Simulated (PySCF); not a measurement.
## Simulated absorption spectrum

Compound: C₇H₁₀FP.
Geometry (PBE0-D3(BJ)/def2-SVP, Å), atoms numbered from 1 in this order:
```xyz
19
C7H10FP angstrom
F     -0.4913    2.5443   -0.7580
C     -0.8408    1.3294   -0.3457
C     -1.9283    0.6804   -0.7721
C     -2.0870   -0.7064   -0.2251
C     -1.1491   -0.8410    0.9872
P      0.2183    0.4231    0.8586
C      1.3720   -0.3753   -0.3241
C      2.7019    0.2908   -0.5616
C      2.6415   -0.9806    0.2175
H     -2.6204    1.1114   -1.5006
H     -1.8414   -1.4485   -1.0074
H     -3.1313   -0.9133    0.0624
H     -0.7282   -1.8499    1.1058
H     -1.6954   -0.6081    1.9149
H      0.9157   -0.8722   -1.1882
H      2.9106    1.2186   -0.0202
H      3.1022    0.2653   -1.5781
H      3.0016   -1.9003   -0.2512
H      2.8110   -0.9289    1.2972
```

Theory: TDDFT B3LYP/def2-SVPD, vertical, gas phase, core orbitals frozen in the response in PySCF.

Computed states:

```tsv
state	E (eV)	f
S1	5.39	0.101
S2	5.85	0.015
S3	6.06	0.012
S4	6.36	0.073
S5	6.49	0.043
S6	6.68	0.0063
S7	6.71	0.0087
S8	6.83	0.0064
S9	6.88	0.015
S10	6.92	0.033
```

Each state is given a Gaussian of 0.4 eV full width at half maximum, with ε(max) = 2.175×10⁸ f / Δν̃ (Δν̃ the width in cm⁻¹). The width is an assumption, not a result. The curve ends short of the highest state used, and states not computed would add to its high-energy end.

(1) Give the broadened spectrum and its maxima.

(2) On this curve, what absorbance would a 10⁻³ mol/L sample give at 248 nm over a 1 cm path?

(3) Coming from long wavelengths, where does ε first pass 100 L mol⁻¹ cm⁻¹?

## Answers

(1) 
```csv
λ (nm),ε (L mol⁻¹ cm⁻¹)
196.2,6872
197.4,6161
198.5,5434
199.7,4638
200.8,3962
201.9,3373
203.1,2851
204.2,2482
205.4,2186
206.5,1993
207.6,1855
208.8,1747
209.9,1675
211.0,1622
212.2,1586
213.3,1582
214.5,1622
215.6,1716
216.7,1880
217.9,2153
219.0,2497
220.1,2929
221.3,3488
222.4,4059
223.6,4710
224.7,5294
225.8,5829
227.0,6313
228.1,6632
229.3,6820
230.4,6834
231.5,6697
232.7,6391
233.8,5987
234.9,5495
236.1,4890
237.2,4305
238.4,3665
239.5,3103
240.6,2580
241.8,2067
242.9,1658
244.0,1308
245.2,992
246.3,757
247.5,555
248.6,411
249.7,300
250.9,209
252.0,148
253.1,104
254.3,69
255.4,47
256.6,31
257.7,21
258.8,14
```

Maxima: 230 nm (5.39 eV), ε about 6800, made up of S1 (100%) (ε in L mol⁻¹ cm⁻¹; maxima over ε = 5, shares over 10%). At its high-energy end, 6.32 eV, the curve is still rising (ε about 6900, from S4 and S5).

(2) 248 nm is 4.999 eV, where ε is about 480 L mol⁻¹ cm⁻¹, so A = ε c l ≈ 0.48 (Beer–Lambert, with the gas-phase spectrum and the assumed width).

(3) At about 253 nm (4.90 eV), 0.49 eV below S1.

All these states lie below the vertical ionisation energy of 8.37 eV (ΔSCF).

One conformer stands for the species.
